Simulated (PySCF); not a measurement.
C2HCl3, SMILES ClC(Cl)=CCl (connectivity only; charge and spin as stated), charge +1, multiplicity 2. Geometry: PBE-D3(BJ)/def2-SVP. The multiplicity is an assumed one; other spin states were not compared.

Calculation: PBE-D3(BJ)/def2-SVP in PySCF 2.14.0.

Harmonic wavenumbers (cm⁻¹): 146, 175, 286, 397, 458, 649, 770, 932, 1001, 1226, 1383, 3121. Rotational constants (GHz): 3.835, 1.539, 1.098; symmetry number 1.

Problem. Work out the zero-point energy and the ideal-gas rigid-rotor harmonic-oscillator thermochemistry at 298.15 K and 1 atm.

Solution. ZPE = ½ Σ hcν = ½ × 10544 cm⁻¹ = 15.07 kcal/mol. H − E(el) = 19.07 kcal/mol. Entropy in cal/(mol K): translation 40.53, rotation 28.30, vibration 9.23, spin 1.38, total 79.44. G − E(el) = -4.62 kcal/mol. Cp = 19.01 cal/(mol K). Modes under 150 cm⁻¹ make the vibrational entropy uncertain.
